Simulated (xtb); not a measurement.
dimethylacetylene (C4H6), singlet, geometry from GFN2-xTB. Base run: GFN2-xTB in xtb.

Geometry (Å):
```xyz
10

C      0.0035     0.0068     2.0472
C      0.0010     0.0020     0.5990
C     -0.0010    -0.0020    -0.5990
C     -0.0035    -0.0068    -2.0472
H     -0.0166     1.0317     2.4179
H     -0.8720    -0.5217     2.4245
H      0.9010    -0.4858     2.4214
H     -0.0249     1.0156    -2.4247
H      0.8927    -0.5019    -2.4212
H     -0.8802    -0.5378    -2.4180
```
All else is at xtb's defaults.
Base energy -11.55754 Eh.

Variants of this job, named by their change:

| change | ΔE vs base (mEh) | HOMO-LUMO gap (eV) | SCF cycles |
|---|---|---|---|
| base | 0.000 | 6.92 | 8 |
| etemp = 1000 | 0.000 | 6.92 | 8 |
| etemp = 3000 | 0.000 | 6.92 | 8 |
| etemp = 10000 | (withheld) | 6.92 | 8 |
| acc = 30 | 0.000 | 6.92 | 7 |
| alpb = methanol | -6.389 | 6.90 | 8 |

Fill in the missing entries.


- etemp = 10000, ΔE vs base (mEh): -4.850

ALPB and GBSA are two models with their own fitted parameters for each solvent, which aren't always the measured dielectric constant.
